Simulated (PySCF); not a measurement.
Bond stretch in Be2, singlet.

Methods: RKS-B3LYP = restricted B3LYP/cc-pVTZ in PySCF 2.14.0; UKS-CAM-B3LYP = unrestricted CAM-B3LYP/cc-pVTZ (PySCF); UKS-M06-2X = unrestricted M06-2X/cc-pVTZ (PySCF 2.14.0); RCCSD(T) = CCSD(T) on RHF/cc-pVTZ (PySCF 2.14.0).

Energies are in eV, each relative to the lowest point of its own curve near equilibrium.

```csv
R / Å,RKS-B3LYP,UKS-CAM-B3LYP,UKS-M06-2X,RCCSD(T)
1.89,0.663,0.414,0.533,0.498
2.02,0.324,0.151,0.260,0.204
2.13,0.156,0.043,0.136,0.072
2.28,0.039,0.000,0.055,0.002
2.39,0.006,0.010,0.030,0.000
2.43,0.001,0.019,0.025,0.005
2.52,0.000,0.041,0.014,0.022
2.62,0.009,0.065,0.005,0.045
2.66,0.015,0.073,0.002,0.054
2.76,0.032,0.089,0.000,0.075
2.89,0.056,0.098,0.004,0.098
3.09,0.091,0.109,0.017,0.122
3.41,0.134,0.122,0.046,0.141
3.74,0.160,0.131,0.072,0.149
4.13,0.175,0.136,0.089,0.153
4.53,0.182,0.139,0.100,0.157
5.06,0.185,0.141,0.107,0.162
5.51,0.185,0.141,0.109,0.166
6.19,0.184,0.141,0.110,0.170
6.80,0.183,0.141,0.112,0.173
7.46,0.183,0.140,0.113,0.174
```

At the longest distance, 7.46 Å, RKS-B3LYP lies highest above its minimum (0.183 eV) and UKS-M06-2X lowest (0.113 eV).

The unrestricted determinant behind UKS-CAM-B3LYP is spin-contaminated at 1.89 to 2.76 Å (<S²> up to 0.8, against 0.00 for a pure singlet). The unrestricted determinant behind UKS-M06-2X is spin-contaminated at 1.89 to 2.43 Å (<S²> up to 0.7, against 0.00 for a pure singlet).
